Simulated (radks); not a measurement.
The numbers below are computed, except where a source is named.
Problem. The vanadium ion V+, configuration [Ar] 3d4. Code: a radial shooting solver on a logarithmic mesh with Libxc functionals. Model: scalar-relativistic Kohn-Sham, Slater X-alpha with alpha = 0.667, spin-polarised, spherical densities, finite nucleus; open shells are filled with parallel spins first; Fermi nuclear charge, rms radius 3.6002 fm. Some entries of the table are withheld. Estimate them.

| orbital | occ. | eigenvalue (hartree) | r(max) (bohr) | <r> (bohr) |
|---|---|---|---|---|
| 1s down | 1 | -196.6619 | 0.04358 | 0.06657 |
| 1s up | 1 | -196.6609 | 0.04358 | 0.06657 |
| 2s up | 1 | -22.11396 | 0.2562 | 0.3093 |
| 2s down | 1 | -22.06651 | 0.2561 | 0.3089 |
| 2p up | 3 | (1) | 0.2081 | 0.2747 |
| 2p down | 3 | (2) | 0.2079 | 0.2742 |
| 3s up | 1 | -2.67201 | 0.8224 | 0.9581 |
| 3s down | 1 | -2.53488 | 0.8219 | 0.9576 |
| 3p up | 3 | (3) | 0.8487 | (4) |
| 3p down | 3 | (5) | 0.8480 | (6) |
| 3d up | 4 | -0.33881 | 0.9177 | 1.551 |
| 3d down | 0 | -0.20253 | 0.9194 | 1.646 |

Solution. 
(1) 2p up eigenvalue (hartree): -18.49934
(2) 2p down eigenvalue (hartree): -18.46276
(3) 3p up eigenvalue (hartree): -1.72843
(4) 3p up <r> (bohr): 1.032
(5) 3p down eigenvalue (hartree): -1.59109
(6) 3p down <r> (bohr): 1.031
